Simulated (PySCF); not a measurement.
Species: C6H9NP2.
Cartesian coordinates in Å at the GFN2-xTB level; atoms count from 1:
```xyz
18
C6H9NP2 angstrom
C     -1.8962   -0.9222   -0.5138
N     -1.0218    0.0367    0.1153
C     -1.6603    1.0670    0.8976
C      0.3412   -0.0172   -0.0354
C      0.8744   -0.7556   -1.0992
P      2.5178   -1.0268   -1.5421
C      3.4204   -0.1323   -0.3749
P      2.8621    0.8128    0.9565
C      1.1465    0.6681    0.8828
H     -2.1634   -0.6317   -1.5373
H     -2.8119   -1.0030    0.0711
H     -1.4276   -1.9067   -0.5377
H     -2.6711    1.2224    0.5218
H     -1.1203    2.0097    0.8016
H     -1.7235    0.8020    1.9600
H      0.1768   -1.2240   -1.7806
H      4.4983   -0.1722   -0.4941
H      0.6500    1.1793    1.6969
```

Definitions: NICS(0) = −σiso at the ring centroid; NICS(1) = −σiso and NICS(1)zz = −σzz at ±1 Å along the ring normal z. Level: GIAO PBE0/pcSseg-1 (PySCF, non-relativistic, gas phase) on the GFN2-xTB geometry, one conformer.

Ring bond lengths (Å), with Mayer bond orders in brackets: C4–C5 1.400 (1.34), C5–P6 1.724 (1.37), P6–C7 1.725 (1.31), C7–P8 1.726 (1.31), P8–C9 1.723 (1.37), C9–C4 1.400 (1.34).

Q: Give the NICS values of each ring in ppm.

A: 
```csv
ring,type,NICS(0),"NICS(1), two faces","NICS(1)zz, two faces",rms pucker (Å),"centre to ring atoms, mean (Å)"
C4–C5–P6–C7–P8–C9,6-membered ring with 2 P; formal bonds all aromatic,-5.9,-8.8 / -8.8,-20.6 / -20.6,0.01,1.61
```

Q: What do they say, and how far can they be read as aromaticity?

A: 
- C4–C5–P6–C7–P8–C9: mean NICS(1)zz -20.6 ppm, shielded.

Q: How equal are the bonds by HOMA? Use HOMA with the parameters of Krygowski (1993).

A: 
- C4–C5–P6–C7–P8–C9: HOMA 0.93; the largest term is that of C7–P8, α(R − Ropt)² = 0.09.

Q: List the ring angles and the Hirshfeld charges of the ring atoms.

A: 
- C4–C5–P6–C7–P8–C9: C4 122.5° (+0.058 e), C5 129.9° (-0.139 e), P6 104.1° (+0.093 e), C7 129.5° (-0.197 e), P8 104.1° (+0.093 e), C9 129.9° (-0.138 e); sum 720.0° against 720° for a flat convex ring.

Q: How shielded are the nuclei of the rings and their hydrogens (means over atoms taken as equivalent)?

A: 
```
   atoms                       environment  σ isotropic (ppm)
      C4  aromatic carbon bearing nitrogen               33.2
 C5 (×2)                aromatic CH carbon               45.8
 P6 (×2)          phosphorus bonded to 2 C               50.0
      C7                aromatic CH carbon               14.8
H16 (×2)                 aromatic hydrogen              23.68
     H17                 aromatic hydrogen              22.09
```
